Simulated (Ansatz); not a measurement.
Total energies of Si₁₄H₂₀, a nanocrystal cut from cubic silicon from Ansatz at PBE-D4/def2-TZVP, gas phase (1 Eh = 27.2114 eV = 2625.5 kJ/mol). The reference geometry is relaxed at PBE-D4/def2-SVP.

```xyz
34

Si    0.0471    2.7730   -2.1912
Si   -2.1796   -1.7717    2.1405
Si   -0.5658    1.6397    1.4327
Si   -1.5694   -0.6465   -1.4808
Si    2.0164   -0.4627   -2.8647
Si    1.3988   -1.5887    0.7614
Si    3.0242    1.8263    0.0598
Si   -3.0232   -1.8290   -0.0585
Si   -1.4017    1.5882   -0.7655
Si    2.1798    1.7730   -2.1391
Si   -2.0155    0.4642    2.8650
Si   -0.0466   -2.7710    2.1925
Si    1.5658    0.6456    1.4785
Si    0.5629   -1.6391   -1.4370
H     0.1424    4.2103   -1.7406
H    -0.4938    2.7521   -3.6001
H    -3.1125   -2.5296    3.0566
H    -0.4473    3.0784    1.8808
H    -2.0955   -0.6721   -2.8976
H     1.4884   -0.5057   -4.2779
H     3.3804   -1.1085   -2.8479
H     2.7743   -2.2150    0.7796
H     3.1472    3.2556    0.5286
H     4.3944    1.1946    0.0977
H    -4.3962   -1.2034   -0.0977
H    -3.1402   -3.2595   -0.5253
H    -2.7766    2.2158   -0.7844
H     3.1130    2.5313   -3.0546
H    -3.3798    1.1094    2.8546
H    -1.4810    0.5073    4.2758
H     0.4976   -2.7433    3.6000
H    -0.1422   -4.2103    1.7485
H     2.0885    0.6688    2.8966
H     0.4455   -3.0775   -1.8866
```

| state | geometry | energy (Eh) |
| --- | --- | --- |
| charge 0 singlet | reference | -4063.16849 |
| charge 1 doublet | reference | -4062.87369 |
| charge -1 doublet | reference | -4063.19074 |
| free Si atom (triplet) | – | -289.22285 |
| free H atom (doublet) | – | -0.49962 |

Single mean-field runs in def2-TZVP are fitted with def2-universal-jkfit.

Q: Work out the vertical ionisation energy to the doublet.

A: E(charge 1 doublet) − E(charge 0 singlet) = -4062.87369 − (-4063.16849) = 0.29480 Eh = 8.02 eV. For comparison, −ε of the highest occupied level is 6.32 eV at this level, 1.70 eV less.

Q: Work out the vertical electron affinity, to the doublet.

A: E(charge 0 singlet) − E(charge -1 doublet) = -4063.16849 − (-4063.19074) = 0.02225 Eh = 0.61 eV. The basis lacks diffuse functions, which makes affinities too small.

Q: Give the fundamental gap IE − EA, the Mulliken electronegativity (IE + EA)/2 and the hardness (IE − EA)/2.

A: From the values in Eh: IE − EA = 0.29480 − 0.02225 = 0.27255 Eh = 7.42 eV; (IE + EA)/2 = 4.31 eV; (IE − EA)/2 = 3.71 eV. The HOMO–LUMO gap of the same run is 4.26 eV, 3.16 eV smaller than the fundamental gap.

Q: What is the binding energy per atom against free atoms?

A: Atoms: 14 × (-289.22285) + 20 × (-0.49962) = -4059.11230 Eh. Binding: -4059.11230 − (-4063.16849) = 4.05619 Eh = 110.37 eV, or 3.25 eV for each of 34 atoms (no zero-point energy, no counterpoise term).

At PBE-D4/def2-TZVP the highest occupied level of the charge -1 doublet lies above zero (up to 1.02 eV). Energy differences disagree on whether the electron is bound (positive means bound): 0.61 eV (vertical, against the charge 0 singlet, at PBE-D4/def2-TZVP), but -0.16 eV at LC-ωPBE (ω = 0.30 bohr⁻¹)/def2-SVP.
